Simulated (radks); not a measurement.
Values are calculated unless marked as measured or tabulated.
Species: B+. Configuration: [He] 2s2 (the NIST ground configuration).

Level of theory: non-relativistic Kohn-Sham, PBEsol, spin-polarised, spherical densities, point nucleus; hard spherical wall at 2 bohr (a radial shooting solver on a logarithmic mesh with Libxc functionals).

Energy parts (eV):
total: -610.629
kinetic: 797.438
electron-nucleus: -1619.992
Hartree: 317.847
exchange-correlation: -105.923

Orbitals (lengths in bohr, moments of r in powers of bohr; <r^-3> diverges for s and p1/2; r(max) is where P^2 peaks):
orbital,occ.,eigenvalue (eV),r(max),<r^2>,<r^-3>
1s,2,-173.2345,0.2128,0.1531,-
2s,2,11.2355,1.141,1.353,-
2p,0,13.4942,1.013,1.172,3.253
3s,0,153.6175,1.565,1.472,-
3d,0,71.0579,1.273,1.615,0.8856

The highest occupied level is 2s at 11.235 eV. The electron density at the nucleus is 78.63 e/bohr^3. Summed over all electrons, <r^2> = 3.013 bohr^2, which gives a Langevin (diamagnetic) susceptibility term of -2.39 x 10^-6 cm^3/mol. The pressure on the wall is 2040 GPa.
